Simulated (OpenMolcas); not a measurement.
**Multiconfigurational calculation on O II**

Input:

```
&GATEWAY
Coord
1

O 0.0 0.0 0.0
Basis=ANO-R3
Group=XYZ
NoMove
AngMom=0.0 0.0 0.0
AMFI
&SEWARD
&RASSCF
FileOrb=start.orb
Symmetry=2
Spin=4
nActEl=3 0 0
Inactive=2 0
Ras2=0 3
CIRoot=1 1 1
SDav=1
CIMx=300
Iter=120 100
PrWF=0.3
OrbListing=Nothing
MaxOrb=0
Atom
>>> COPY $Project.JobIph JOB001
&RASSCF
FileOrb=start.orb
Symmetry=2
Spin=2
nActEl=3 0 0
Inactive=2 0
Ras2=0 3
CIRoot=8 8 1
SDav=8
CIMx=300
Iter=120 100
PrWF=0.3
OrbListing=Nothing
MaxOrb=0
Atom
>>> COPY $Project.JobIph JOB002
&RASSI
NrOfJobIphs=2 1 8
1
1 2 3 4 5 6 7 8
IphNames
JOB001
JOB002
EJob
SpinOrbit
DIPRint=1.0
SOCoupling=1000.0
Subsets=2
MEES
Property=10
'ANGMOM' 1 'ANGMOM' 2 'ANGMOM' 3 'MLTPL  1' 1 'MLTPL  1' 2 'MLTPL  1' 3
'AMFI' 1 'AMFI' 2 'AMFI' 3 'MLTPL  2' 6
SOProperty=3
'ANGMOM' 1 'ANGMOM' 2 'ANGMOM' 3
```

A driver script runs the steps one by one and writes start.orb anew before each from the orbitals found so far.

Output, cut to the results:

```
--- SEWARD ---
Basis set label: O.ANO-R...4S4P2D1F.

      Electronic valence basis set:
      ------------------
      Associated Effective Charge   8.000000 au
      Associated Actual Charge      8.000000 au
      Nuclear Model: Finite nucleus - Gaussian distribution
        Gaussian exponent, Xi/bohr**(-2):  5.86314E+08

      Shell  nPrim  nBasis  Cartesian Spherical Contaminant
         s      13       4        X
         p       8       4        X
         d       4       2                 X
         f       3       1                 X
                  Relativistic X2C integrals
                  Atomic mean-field integrals
--- RASSCF ---
Wave function specifications:
      -----------------------------

      Number of closed shell electrons           4
      Number of electrons in active shells       3
      Max number of holes in RAS1 space          0
      Max nr of electrons in RAS3 space          0
      Number of inactive orbitals                2
      Number of active orbitals                  3
      Number of secondary orbitals              28
      Spin quantum number                      1.5
      State symmetry                             2
Orbital specifications:
      -----------------------

      Symmetry species                           1   2
                                                ag  au
      Frozen orbitals                            0   0
      Inactive orbitals                          2   0
      Active orbitals                            0   3
      RAS1 orbitals                              0   0
      RAS2 orbitals                              0   3
      RAS3 orbitals                              0   0
      Secondary orbitals                        12  16
      Deleted orbitals                           0   0
      Number of basis functions                 14  19
      Number of CSFs                             1
      Number of root(s) required                 1
      Iter CI   SX   CI       RASSCF       Energy    max ROT     max BLB   max BLB  Level Ln srch  Step   QN
          iter iter root      energy       change     param      element    value   shift minimum  type update
 Nr of preliminary CI iterations:   1
        1   1    6    1   -74.41316703    0.00E+00  -5.76E-02    2   4 1 -7.81E-02*  0.00   0.00    SX    NO
        2   1    6    1   -74.42379888   -1.06E-02*  1.61E-02    2   4 1  3.43E-02*  0.00   0.00    SX    NO
        3   1    6    1   -74.42454036   -7.41E-04*  5.40E-03    2   4 1 -7.88E-03*  0.00   0.00    SX    NO
        4   1    6    1   -74.42461719   -7.68E-05* -1.69E-03    2   4 1  2.88E-03*  0.00   0.00    SX    NO
        5   1    5    1   -74.42462482   -7.63E-06* -4.12E-04    2   4 1 -8.46E-04*  0.00   0.76    QN   YES
        6   1    4    1   -74.42462569   -8.69E-07* -1.59E-06    2   4 1  6.48E-06   0.00   1.00    QN   YES
        7   1    3    1   -74.42462569   -2.61E-11   2.90E-07    2   4 1  1.54E-06   0.00   1.13    QN   YES
      Convergence after  7 iterations
        8   1    3    1   -74.42462569   -5.97E-13   2.90E-07    2   4 1  5.99E-08   0.00   1.13    QN   YES
      Natural orbitals and occupation numbers for root  1
      sym 2:   1.000000   1.000000   1.000000
::    RASSCF root number  1 Total energy:    -74.42462569
--- RASSCF ---
Wave function specifications:
      -----------------------------

      Number of closed shell electrons           4
      Number of electrons in active shells       3
      Max number of holes in RAS1 space          0
      Max nr of electrons in RAS3 space          0
      Number of inactive orbitals                2
      Number of active orbitals                  3
      Number of secondary orbitals              28
      Spin quantum number                      0.5
      State symmetry                             2
Orbital specifications:
      -----------------------

      Symmetry species                           1   2
                                                ag  au
      Frozen orbitals                            0   0
      Inactive orbitals                          2   0
      Active orbitals                            0   3
      RAS1 orbitals                              0   0
      RAS2 orbitals                              0   3
      RAS3 orbitals                              0   0
      Secondary orbitals                        12  16
      Deleted orbitals                           0   0
      Number of basis functions                 14  19
...
--- RASSI ---
SPIN-FREE ENERGIES:
  (Shifted by EMIN (a.u.) =        -74.4246256862)

 SF State       Relative EMIN(au)   Rel lowest level(eV)    D:o, cm**(-1)      L_eff

     1             0.0000000000        0.0000000000              0.0000         0.0
     2             0.1393350817        3.7915007270          30580.5157         2.0
     3             0.1393350817        3.7915007270          30580.5157         2.0
     4             0.1393350817        3.7915007270          30580.5157         2.0
     5             0.1393350817        3.7915007270          30580.5157         2.0
     6             0.1393350817        3.7915007270          30580.5157         2.0
     7             0.2307331557        6.2785690187          50640.0743         1.0
     8             0.2307331557        6.2785690187          50640.0743         1.0
     9             0.2307331557        6.2785690187          50640.0743         1.0
     Dipole printing threshold changed to   1.00000000E+00
Eigenvalues of complex Hamiltonian:
   -----------------------------------
  (Shifted by EMIN (a.u.) =        -74.4246256862)

 SO State       Relative EMIN(au)   Rel lowest level(eV)    D:o, cm**(-1)     J-value

     1            -0.0000029209        0.0000000000              0.0000         0.9
     2            -0.0000029209        0.0000000000              0.0000         1.4
     3            -0.0000029209        0.0000000000              0.0000         1.3
     4            -0.0000029209        0.0000000000              0.0000         1.0
     5             0.1393260718        3.7913350349          30579.1793         1.0
     6             0.1393260718        3.7913350349          30579.1793         1.1
     7             0.1393260718        3.7913350349          30579.1793         1.3
     8             0.1393260718        3.7913350349          30579.1793         1.1
     9             0.1393350817        3.7915802087          30581.1568         1.6
...
```

The J values that RASSI prints are effective ones from its own formula and need not be integers or half-integers; the table below assigns J from the states.

Levels above the lowest, from the spin-orbit matrix, grouped by J:

| Configuration | Term | J | E (cm⁻¹) | Measured (cm⁻¹) | g | Term weight % |
| --- | --- | --- | --- | --- | --- | --- |
| 2s² 2p³ | ⁴S° | 3/2 | 0.0 | 0.0 | 2.002 | 100 |
| 2s² 2p³ | ²D° | 3/2 | 30579 | 26831 | 0.800 | 100 |
| 2s² 2p³ | ²D° | 5/2 | 30581 | 26811 | 1.200 | 100 |
| 2s² 2p³ | ²P° | 1/2 | 50641 | 40470 | 0.666 | 100 |
| 2s² 2p³ | ²P° | 3/2 | 50643 | 40468 | 1.334 | 100 |

Against the 4 measured excited levels shown (NIST Handbook of Basic Atomic Spectroscopic Data) the mean absolute deviation is 7000 cm-1; the largest miss in energy is 2s² 2p³ ²P°_3/2: computed 50643, measured 40468 cm⁻¹ (+25.1 %).

Without dynamic correlation excited terms often stand tens of per cent too high (terms of higher spin than the ground term too low), and those without a measured partner can miss by more than the paired ones. With the s shell closed, the reference lacks s² → p² mixing. Measured partners are found by configuration, term and J. A level has none where our copy of the source lacks it or the pairing is in doubt (some pairs that miss far off the trend of their configuration count as doubtful), and it then counts in no deviation. Only configurations of the active space appear.

The term weight is that of the spin-free term in the level, not the purity of its configuration. ° marks odd parity.
